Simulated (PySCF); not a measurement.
# Sb²⁺: ionisation energy

Sb²⁺ [Kr] 4d10 5s2 5p1 (2P) → Sb³⁺ [Kr] 4d10 5s2 (1S), as a difference of total energies. Computed with PySCF 2.14 in aug-cc-pwCVDZ-PP with ECP28MDF, with a scalar-relativistic core potential. Correlated levels: valence: 4s2 4p6 4d10 frozen. The calculations carry no spin-orbit coupling.

```
           method  ionisation energy (eV)
              UHF                  24.117
    MP2 (valence)                  24.278
SCS-MP2 (valence)                  24.262
   CCSD (valence)                  24.356
CCSD(T) (valence)                  24.368
  CCSDT (valence)                  24.372
```

**Question.** How much does correlation contribute at CCSD(T) (valence)?

**Answer.** 24.368 − (24.117) = 0.251 eV, measured against UHF.

The reference lies between the lowest fine-structure levels, while these numbers refer to the centres of the terms.

Errors of the correlated levels include the incompleteness of this basis and the frozen core.

For comparison: 25.323 eV (measured; NIST Atomic Spectra Database, ionization energies).
